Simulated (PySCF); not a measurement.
**Ionisation energy of Pt⁺ by level of theory**

Pt⁺ [Xe] 4f14 5d9 (2D) → Pt²⁺ [Xe] 4f14 5d8 (3F), as a difference of total energies. Calculation: PySCF 2.14, in def2-TZVPPD with the def2 core potential (60 electrons) (6s5p3d2f1g, 59 functions); a scalar-relativistic core potential. Correlated levels: valence and next inner shell: nothing frozen outside the core potential. The calculations carry no spin-orbit coupling.

| method | ionisation energy (eV) |
| --- | --- |
| UHF | 16.918 |
| MP2 (valence and next inner shell) | 18.814 |
| SCS-MP2 (valence and next inner shell) | 18.598 |
| CCSD (valence and next inner shell) | 18.486 |
| CCSD(T) (valence and next inner shell) | 18.609 |

Problem. How much does correlation contribute at CCSD(T) (valence and next inner shell)?

Solution. 18.609 − (16.918) = 1.691 eV, measured against UHF.

The reference lies between the lowest fine-structure levels, while these numbers refer to the centres of the terms.

Errors of the correlated levels include the incompleteness of this basis.

For comparison: 18.56 ± 0.12 eV (measured; NIST Atomic Spectra Database, ionization energies).
